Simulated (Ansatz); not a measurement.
`[Ge-]#[Se+]`, relaxed with RKS PBE-D4/def2-SVP in Ansatz from a rough embedded geometry. The force threshold is 0.03 eV/Å; the program also tests the step.

Charge 0, multiplicity 1.

Start:

```xyz
2

Ge    0.957   -0.053    0.469
Se   -0.957    0.053   -0.469
```

Problem. By how much does the energy fall, and how many steps does the optimiser take? (Best estimate.)

Solution. Computed: 1.31 kJ/mol, in 2 steps.

Problem. Which bonds change most? (An estimate is asked.)

Solution. Ansatz gave: Ge1–Se2 from 2.135 to 2.169 Å.

Problem. Give the relaxed structure. (An estimate is asked.)

Solution. Ansatz gave: 
```xyz
2

Ge    0.973   -0.054    0.477
Se   -0.973    0.054   -0.477
```
